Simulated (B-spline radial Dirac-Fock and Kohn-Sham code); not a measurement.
Binding energies of Br in different valence configurations

Model: Dirac-Fock (average of configuration) total-energy differences with a finite nucleus, the Breit interaction including its frequency dependence, and self-energy and vacuum-polarisation corrections. Program: a B-spline atomic structure program. No correlation.

Reference: the tabulated ground configuration [Ar] 3d10 4s2 4p5, with 1s 13481.8 eV, 2p1/2 1605.6 eV, 3p1/2 201.2 eV, 3d3/2 77.64 eV, 3d5/2 76.61 eV, 4s 26.56 eV.

Shifts from the reference in eV.

```
    configuration  average energy     1s  2p1/2  3p1/2  3d3/2  3d5/2     4s
[Ar] 3d10 4s1 4p6          +15.12  +1.94  +2.05  +2.02  +1.98  +1.98  +2.69
```

Values without a named source are computed, but for edge energies of neutral atoms, which are taken from tables.
